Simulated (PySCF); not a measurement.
La(Cl)3, Cl₃La, SMILES [Cl][La]([Cl])[Cl], singlet (CAM-B3LYP/def2-SVP optimised geometry):

```
4

La    -0.645    -0.009     0.000
Cl     1.968    -0.009     0.000
Cl    -1.968    -2.264     0.001
Cl    -1.933     2.264     0.000
```

Level of theory: CAM-B3LYP/def2-TZVP, def2 effective core potentials past Kr (PySCF 2.14.0).

What are the frontier orbital energies and the dipole moment?

HOMO-2 -10.31 eV, HOMO-1 -10.25 eV, HOMO -10.25 eV, LUMO -2.16 eV, LUMO+1 -0.93 eV; dipole moment 0.03 D.

On the same geometry PBE/def2-TZVP, def2 effective core potentials past Kr run with PySCF gives HOMO-2 -7.58 eV, HOMO-1 -7.55 eV, HOMO -7.55 eV, LUMO -3.58 eV, LUMO+1 -2.69 eV; dipole moment 0.02 D.
